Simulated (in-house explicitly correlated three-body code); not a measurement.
The numbers below are computed, except where a source is named.
Two electrons around a charge Z: highest levels of functionals against the exact one

The exact non-relativistic ground state comes from a variational code in 260 exponentially correlated functions, the Kohn-Sham parts from inverting its density (past Z = 6 the correlation energy is taken as exact minus Hartree-Fock, equal to within microhartrees), and self-consistent runs (Hartree-Fock is restricted) from a B-spline radial code. Z may be fractional; the second electron is bound down to Z = 0.911.

The exact Kohn-Sham level equals minus the binding energy. «Unbound» marks a run whose level isn't bound or that didn't converge.

```tsv
Z	exact (eV)	Hartree-Fock (eV)	SCAN (eV)	BLYP (eV)	r2SCAN0 (eV)	PBE0 (eV)
0.94	-0.2141	-0.7155	unbound	unbound	unbound	unbound
0.98	-0.5618	-1.065	unbound	unbound	unbound	unbound
1.125	-2.23	-2.717	unbound	unbound	-0.2001	-0.07542
1.195	-3.249	-3.725	unbound	unbound	-0.9047	-0.7476
1.29	?	?	?	?	?	?
1.34	-5.79	-6.244	-1.54	-1.252	-2.807	-2.584
1.5	?	?	?	?	?	?
1.62	-12.32	-12.74	-6.441	-6.016	-8.125	-7.768
1.8	-17.64	-18.05	-10.73	-10.22	-12.68	-12.23
1.96	-23.11	-23.51	-15.29	-14.69	-17.46	-16.94
2	-24.59	-24.98	-16.54	-15.92	-18.77	-18.22
2.26	-35.25	-35.62	-25.72	-24.95	-28.32	-27.63
```

Task: What belongs in the row Z = 1.5?

Result: exact (eV): -9.259; Hartree-Fock (eV): -9.693; SCAN (eV): -4.075; BLYP (eV): -3.709; r2SCAN0 (eV): -5.583; PBE0 (eV): -5.284.

Task: What belongs in the row Z = 1.29?

Result: exact (eV): -4.849; Hartree-Fock (eV): -5.31; SCAN (eV): -0.896; BLYP (eV): -0.6334; r2SCAN0 (eV): -2.085; PBE0 (eV): -1.884.

Task: Why do the levels of the functionals lie above the exact one?

Result: Semilocal exchange-correlation potentials fall off faster than the exact −1/r, since they don't cancel the electron's repulsion by itself; hybrids restore a share of the tail, and range-separated ones all of it at long range. Hartree-Fock has the tail but lacks relaxation and correlation.
